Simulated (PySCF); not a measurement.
PySCF input file for Si(F)(Cl)(OH)2 (ClFH₂O₂Si), SMILES O[Si](O)(F)Cl, C-PCM-B3LYP/def2-SVP. Geometry optimised at r2SCAN-D4/def2-SVP. Other conformers were not sampled.

```python
import numpy as np
from pyscf import gto, scf, dft
from pyscf.solvent import pcm

mol = gto.M(
    atom='''
    O    -0.65428074    1.66054691    0.16908608
    Si   -0.22463799    0.08108258    0.23793921
    O    -1.56573660   -0.83469639    0.09479745
    F     0.53657559   -0.19639945    1.63292712
    Cl    1.08469260   -0.46151641   -1.23025063
    H     0.02064540    2.32845072    0.33764884
    H    -2.38452954   -0.45703672    0.43805086
    ''',
    basis='def2-SVP',
    charge=0,
    spin=0,
    max_memory=1600,
    verbose=3,
)
mf = dft.RKS(mol, xc='b3lyp').density_fit(auxbasis='def2-universal-jkfit')
mf.grids.level = 3
mf.conv_tol = 1e-9
mf.max_cycle = 100
mf.kernel()
res = {}
for name, eps in {'water': 78.355, 'ethanol': 24.852, 'cyclohexanone': 15.619}.items():
    s = mf.PCM()
    s.with_solvent.method, s.with_solvent.eps, s.with_solvent.lebedev_order = 'C-PCM', eps, 29
    s.kernel(mf.make_rdm1())
    res[name] = (s.e_tot, eps, s.dip_moment(), s.mo_energy, s.converged)
    print(f'{name}: electrostatic solvation free energy {(s.e_tot - mf.e_tot) * 627.509474:.3f} kcal/mol')
```

Output:

```
converged SCF energy = -1000.99225435655

WARN: PCM is an experimental feature. It is still in testing.
Features and APIs may be changed in the future.

converged SCF energy = -1001.00477998733
Dipole moment(X, Y, Z, Debye): -1.10701,  2.46005,  0.71474
water: electrostatic solvation free energy -7.860 kcal/mol

WARN: PCM is an experimental feature. It is still in testing.
Features and APIs may be changed in the future.

converged SCF energy = -1001.00439927255
Dipole moment(X, Y, Z, Debye): -1.10145,  2.44650,  0.70919
ethanol: electrostatic solvation free energy -7.621 kcal/mol

WARN: PCM is an experimental feature. It is still in testing.
Features and APIs may be changed in the future.

converged SCF energy = -1001.0040713254
Dipole moment(X, Y, Z, Debye): -1.09668,  2.43488,  0.70443
cyclohexanone: electrostatic solvation free energy -7.415 kcal/mol
```

Self-consistency was reached.

Cost: roughly 24 core-seconds.
